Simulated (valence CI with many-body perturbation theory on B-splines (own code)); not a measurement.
Ta23+: E2, M1 decay

Calculated by configuration interaction combined with many-body perturbation theory (CI+MBPT): four valence electrons over a frozen Dirac-Fock core [Kr] 4d10, radial functions for each j: 8 s, 8 p, 9 d, 9 f, 6 g, 3 h, 2 i, with the one-electron correlation potential Σ1, the two-electron term Σ2, the three-electron term Σ3, Breit, model QED; selected CI, second order for the rest (own B-spline code, finite nucleus).

No measured spectrum was set against this ion. As an estimate, terms of the open shell hold to a few per cent of their energy, and close levels can change places. Core correlation moves these levels by up to 3700 cm⁻¹, and in measured spectra 5 to 20 % of such shifts remained as error; rates that hang on mixing are uncertain with them. Only levels of the ground parity were solved; by the run's estimate the other parity begins above the list, which can be wrong where configurations are misplaced.

Lines 51 to 100 of 120 in falling wavelength, among levels below 126720 cm⁻¹, chosen from the decays that carry over 1 % of a level's rate. Wavelengths and rates use the calculated energies, so an error of 2000 cm⁻¹ moves a line at 3947 Å by 7.9 % and its rate by three times that or more. Electric multipoles are in the length gauge, E1 and E2 with the static RPA response of the core. S is in atomic units (e²a₀⁴ for E2 and M2, e²a₀⁶ for E3), for M1 in squared Bohr magnetons. Weak lines are less certain than strong ones. Lines between different terms over intervals too small for the method are left out, as are lines whose strength nearly cancels. Where a level lies close to another of its J and parity, the split of strength between their lines is uncertain.

Names give the largest LS component (configuration and term), which can be under half, so a name can repeat, a term be missing and a line seem to break the LS rules; names also repeat where a configuration has a term twice. Letters in brackets count levels of one name in rising energy.

```
λ vac (Å)         Upper         Lower  Type   A (s⁻¹)  S (a.u.)
     3947  4f4 3G_3 [a]      4f4 5F_3    M1  9.73e+01  1.55e+00
     3807      4f4 3P_1      4f4 5G_2    M1  1.82e+01  1.12e-01
     3794      4f4 5G_4  4f4 3G_4 [a]    M1  1.13e+02  2.06e+00
     3747      4f4 3P_1      4f4 5S_2    M1  1.76e+02  1.03e+00
     3575  4f4 5F_5 [b]  4f4 3G_4 [a]    M1  2.71e+01  5.05e-01
     3573      4f4 3K_8      4f4 3L_7    M1  7.95e+01  2.29e+00
     3549      4f4 3K_7  4f4 3K_6 [a]    M1  3.46e+02  8.60e+00
     3502  4f4 1D_2 [a]      4f4 5G_2    M1  8.82e+01  7.02e-01
     3495      4f4 3M_8      4f4 5I_7    M1  8.00e+01  2.15e+00
     3484  4f4 3G_4 [a]      4f4 5I_5    M1  5.55e+01  7.84e-01
     3460  4f4 3K_6 [a]      4f4 5I_6    M1  7.13e+01  1.42e+00
     3460      4f4 3I_5  4f4 3K_6 [a]    M1  1.97e+01  3.33e-01
     3452  4f4 1D_2 [a]      4f4 5S_2    M1  8.71e+01  6.64e-01
     3340  4f4 3F_4 [a]      4f4 5G_3    M1  9.99e+00  1.24e-01
     3328      4f4 3D_3      4f4 5G_3    M1  4.86e+01  4.65e-01
     3237  4f4 3H_6 [a]      4f4 3L_7    M1  1.27e+00  2.08e-02
     3228  4f4 3H_6 [a]  4f4 5F_5 [a]    M1  1.20e+01  1.95e-01
     3209      4f4 3D_2      4f4 5F_1    M1  1.53e+02  9.40e-01
     3066      4f4 3D_3      4f4 5G_2    M1  3.46e+01  2.59e-01
     3064  4f4 1D_2 [a]      4f4 5F_3    M1  1.38e+01  7.36e-02
     3051  4f4 5F_5 [a]      4f4 5I_6    M1  4.14e+01  4.79e-01
     3044      4f4 3L_7      4f4 5I_6    M1  2.12e+02  3.32e+00
     3027      4f4 3D_3      4f4 5S_2    M1  1.37e+01  9.87e-02
     2940      4f4 5F_2      4f4 5I_4    E2  1.54e-02  1.51e-02
     2870  4f4 3H_6 [a]  4f4 3K_6 [a]    M1  3.12e+01  3.56e-01
     2837      4f4 3D_2      4f4 5F_2    M1  9.24e+00  3.91e-02
     2792  4f4 3G_3 [a]      4f4 5F_2    M1  3.69e+00  2.08e-02
     2775  4f4 3F_2 [a]      4f4 5G_3    M1  2.74e+02  1.08e+00
     2733  4f4 3F_4 [a]      4f4 5F_3    M1  5.65e+01  3.85e-01
     2722      4f4 3P_1      4f4 5F_1    M1  1.65e+02  3.69e-01
     2669      4f4 5G_5  4f4 3G_4 [a]    M1  4.83e+00  3.74e-02
     2562  4f4 1D_2 [a]      4f4 5F_1    M1  1.52e+02  4.72e-01
     2516  4f4 3K_6 [a]      4f4 5I_5    M1  3.16e+02  2.42e+00
     2503      4f4 3I_5  4f4 3G_4 [a]    M1  1.03e+02  6.58e-01
     2501  4f4 3F_4 [a]  4f4 3G_4 [a]    M1  1.40e+02  7.30e-01
     2495      4f4 3D_3  4f4 3G_4 [a]    M1  1.92e+01  7.75e-02
     2484      4f4 3M_9      4f4 5I_8    M1  8.52e+01  9.20e-01
     2433  4f4 3G_4 [a]      4f4 5I_4    M1  2.52e+02  1.21e+00
     2425  4f4 3P_0 [a]      4f4 5F_1    M1  9.78e+00  5.17e-03
     2319  4f4 1D_2 [a]      4f4 5F_2    M1  1.75e+01  4.06e-02
     2292  4f4 5F_5 [a]      4f4 5I_5    M1  5.74e+01  2.82e-01
     2269      4f4 3K_8      4f4 5I_8    M1  6.57e+01  4.83e-01
     2248      4f4 5F_3      4f4 5I_4    M1  1.13e+01  3.34e-02
     2241  4f4 3P_0 [b]      4f4 5F_1    M1  6.26e+01  2.61e-02
     2221      4f4 5F_4      4f4 5I_5    M1  6.09e+01  2.22e-01
     2207  4f4 3P_0 [a]      4f4 5F_2    E2  4.81e-01  2.25e-02
     2182  4f4 5F_5 [b]      4f4 5I_6    M1  8.89e+01  3.77e-01
     2139      4f4 3L_8      4f4 5I_7    M1  1.94e+01  1.19e-01
     2120      4f4 3D_3      4f4 5F_2    M1  5.00e+00  1.24e-02
     2107      4f4 5G_6      4f4 5I_7    M1  6.56e+01  2.96e-01
```
